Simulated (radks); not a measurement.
Initial-state core-level shifts of neutral thallium when its valence configuration changes from [Hg] 6p1. Method: non-relativistic Kohn-Sham, LDA (Slater exchange, Perdew-Wang correlation), spin-polarised, spherical densities, point nucleus; open shells are filled with parallel spins first (spin-orbit coupling, left out, can overturn this in heavy ions); relativity is left out, which matters for an element this heavy; computed with a radial shooting solver on a logarithmic mesh with Libxc functionals. Shifts are changes of the shell-averaged eigenvalues in eV (positive: less bound); the change of the density at the nucleus, which sets a Mossbauer isomer shift, is in e/bohr^3, on a base of 3.812e+05.

| valence | 1s | 2p | 4p | 5p | density at nucleus |
|---|---|---|---|---|---|
| [Xe] 4f14 5d9 6s2 6p2 | -6.041 | -6.170 | -6.020 | -5.317 | +10.63 |
| [Xe] 4f14 5d8 6s2 6p3 | -12.087 | -12.370 | -12.021 | -10.465 | +21.47 |
| [Xe] 4f14 5d9.5 6s2 6p1.5 | -3.026 | -3.087 | -3.018 | -2.686 | +5.29 |
| [Xe] 4f14 5d10 6s1 6p2 | -1.143 | -1.129 | -1.149 | -1.154 | -19.82 |
| [Xe] 4f13.5 5d10 6s2 6p1.5 | -10.287 | -10.909 | -9.792 | -4.107 | +18.87 |
| [Xe] 4f12 5d10 6s2 6p3 | -42.293 | -44.911 | -39.845 | -16.514 | +77.99 |
| [Xe] 4f13.5 5d9.5 6s2 6p2 | -13.352 | -14.042 | -12.839 | -6.779 | +24.29 |
| [Xe] 4f14 5d6 6s2 6p5 | -24.941 | -25.587 | -24.680 | -20.979 | +44.36 |
| [Xe] 4f13 5d10 6s2 6p2 | -20.763 | -22.029 | -19.697 | -8.225 | +38.16 |
